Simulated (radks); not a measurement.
Values are calculated unless marked as measured or tabulated.
Mean orbital radii <r> (bohr) of the gadolinium ion Gd2+, [Xe] 4f7 5d1, at several levels of relativity; Dirac values are averaged over j with weights 2j + 1. Spin-unpolarised spherical Kohn-Sham, LDA (Slater exchange, Perdew-Wang correlation), point nucleus unless stated (finite: rms radius 5.1569 fm), a radial shooting solver on a logarithmic mesh with Libxc functionals. A level marked "c x" has the speed of light scaled by that factor and shares open shells by 2j + 1; other Dirac levels either fill j = l - 1/2 first or share by 2j + 1.

shell       non-rel.  scalar-rel., finite nucleus  Dirac, 2j+1 shares  Dirac, c x 1.5  change of magnitude, last against first (%)
3s            0.2608                       0.2447              0.2442          0.2537                                        -2.74
3p            0.2505                       0.2432              0.2425          0.2470                                        -1.39
3d            0.2223                       0.2213              0.2213          0.2218                                        -0.21
4s            0.5880                       0.5532              0.5531          0.5729                                        -2.57
4p            0.6016                       0.5855              0.5847          0.5942                                        -1.23
4d            0.6364                       0.6363              0.6366          0.6364                                        -0.01
5s             1.419                        1.330               1.331           1.381                                        -2.67
5p             1.590                        1.552               1.550           1.573                                        -1.07
4f            0.8219                       0.8602              0.8609          0.8380                                        +1.96
5d             2.310                        2.356               2.358           2.331                                        +0.92
6s (empty)     3.528                        3.350               3.352           3.454                                        -2.11
6p (empty)     4.160                        4.095               4.091           4.132                                        -0.69
